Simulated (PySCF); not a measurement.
ammonium (H4N), SMILES [NH4+], charge +1.

Geometry optimised at B3LYP-D3(BJ)/def2-TZVPD.

Level of theory: r2SCAN/def2-TZVPD (PySCF).

Isolated molecule, no solvent.

Estimate the frontier levels, gap, dipole moment and polarisability. (Estimate from the structure and the level; the computed values follow.)


| Quantity | Result |
|---|---|
| highest occupied level | -21.43 eV |
| lowest empty level | -5.85 eV |
| orbital gap | 15.58 eV |
| dipole moment about the centre of nuclear charge | 0.00 D |
| mean static polarisability | 9.1 bohr³ (1.35 Å³) |
| polarisability, principal values | 9.1, 9.1, 9.1 bohr³ |
